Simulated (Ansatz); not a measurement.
Start from `BNB(C)N` and change one atom or group to get `CSB(C)N`.

Ansatz, PBE0-D4/def2-TZVP geometries, multiplicity 1. Each molecule was computed in one conformer, which needn't be the lowest.

| property | `BNB(C)N` |
| --- | --- |
| HOMO–LUMO gap (B3LYP/def2-TZVPP) / eV | 6.88 |
| size of the dipole moment (B3LYP/def2-TZVPP) / D | 1.36 |
| size of the dipole moment (PBE/def2-TZVPP) / D | 1.49 |
| HOMO–LUMO gap (PBE0/def2-TZVPP) / eV | 7.34 |
| LUMO energy (B3LYP/def2-TZVPP) / eV | -0.55 |
| HOMO energy (PBE/def2-TZVPP) / eV | -6.36 |

(1) What does the change do to each property? (Best estimate.)

Results:

(1) Ansatz gave: 
| property | `CSB(C)N` | shift |
| --- | --- | --- |
| HOMO–LUMO gap (B3LYP/def2-TZVPP) / eV | 6.80 | -0.08 |
| size of the dipole moment (B3LYP/def2-TZVPP) / D | 1.28 | -0.08 |
| size of the dipole moment (PBE/def2-TZVPP) / D | 1.25 | -0.24 |
| HOMO–LUMO gap (PBE0/def2-TZVPP) / eV | 7.37 | 0.03 |
| LUMO energy (B3LYP/def2-TZVPP) / eV | 0.55 | 1.10 |
| HOMO energy (PBE/def2-TZVPP) / eV | -5.29 | 1.07 |

Dipoles are sizes alone; their direction can turn.

B3LYP here is the variant with VWN-RPA as its local correlation; programs differ in this.
